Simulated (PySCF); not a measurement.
Compound: CBBr₂N.
SMILES: `N#CB(Br)Br`

Computed, not measured: PySCF 2.14.0, PBE0-D3(BJ)/def2-SVP geometry optimisation, gas phase.

Masses are those of the commonest isotopes; rigid-rotor values at the optimised geometry. 

Question: What are A, B and C (MHz)?

Answer: Ia = 220.96, Ib = 432.24, Ic = 653.20 u·Å²; 505379 MHz·u·Å²/I gives A = 2287, B = 1169, C = 773.7 MHz.

Question: Classify the top.

Answer: An asymmetric top; Ray's κ = -0.477.

Question: What does the inertial defect say?

Answer: Planar: Δ = Ic − Ia − Ib = 0.00 u·Å². For a rigid frame Δ = −2 Σ m c², so it vanishes when all atoms lie in the ab plane; here none is more than 0.01 Å from it.

Question: Give the coordinates in the principal-axis frame, origin at the centre of mass.

Answer: The sense of each axis is arbitrary; atoms in the order of the calculation.
```csv
atom,mass (u),a (Å),b (Å),c (Å)
N1,14.003,0.000,3.141,0.000
C2,12.000,0.000,1.981,-0.001
B3,11.009,0.000,0.448,0.000
Br4,78.918,1.655,-0.461,0.000
Br5,78.918,-1.655,-0.461,0.000
```

Question: Which lines would a microwave search look for?

Answer: The dipole components are |μa| = 0.00 D, |μb| = 2.53 D, |μc| = 0.00 D; the symmetry axis of this C2v structure is b, so μa and μc vanish by symmetry and there are no a-type or c-type lines. Some lines, for components of 0.1 D or more:

```json
{"type": "b", "branch": "R", "J(Ka,Kc)": "5(3,2) ← 4(4,1)", "MHz": "1143", "lower level (cm⁻¹)": "1.353"}
{"type": "b", "branch": "Q", "J(Ka,Kc)": "2(2,0) ← 2(1,1)", "MHz": "3442", "lower level (cm⁻¹)": "0.258"}
{"type": "b", "branch": "Q", "J(Ka,Kc)": "5(2,3) ← 5(1,4)", "MHz": "3740", "lower level (cm⁻¹)": "1.089"}
{"type": "b", "branch": "R", "J(Ka,Kc)": "3(0,3) ← 2(1,2)", "MHz": "4693", "lower level (cm⁻¹)": "0.219"}
{"type": "b", "branch": "R", "J(Ka,Kc)": "4(0,4) ← 3(1,3)", "MHz": "6580", "lower level (cm⁻¹)": "0.391"}
{"type": "b", "branch": "R", "J(Ka,Kc)": "2(2,1) ← 1(1,0)", "MHz": "7635", "lower level (cm⁻¹)": "0.115"}
{"type": "b", "branch": "Q", "J(Ka,Kc)": "4(4,0) ← 4(3,1)", "MHz": "9002", "lower level (cm⁻¹)": "1.052"}
{"type": "b", "branch": "R", "J(Ka,Kc)": "4(3,2) ← 3(2,1)", "MHz": "14131", "lower level (cm⁻¹)": "0.578"}
{"type": "b", "branch": "R", "J(Ka,Kc)": "4(4,0) ← 3(3,1)", "MHz": "17003", "lower level (cm⁻¹)": "0.786"}
{"type": "b", "branch": "R", "J(Ka,Kc)": "5(3,2) ← 4(2,3)", "MHz": "17071", "lower level (cm⁻¹)": "0.821"}
{"type": "b", "branch": "R", "J(Ka,Kc)": "5(4,1) ← 4(3,2)", "MHz": "19007", "lower level (cm⁻¹)": "1.050"}
```

Question: Estimate the classical rotational partition function at 10 K, 50 K and 500 K.

Answer: Point group C2v, symmetry number σ = 2; q = (√π/σ)·√((kT/h)³/(ABC)), k/h = 20836.6 MHz/K: 1850 at 10 K, 20700 at 50 K, 655000 at 500 K.

Whether it is a minimum is left open (no frequencies). Constants of a rigid frame at the computed geometry: no zero-point averaging, no centrifugal distortion. Quadrupole hyperfine structure (11B, 14N, 79Br) is left out.
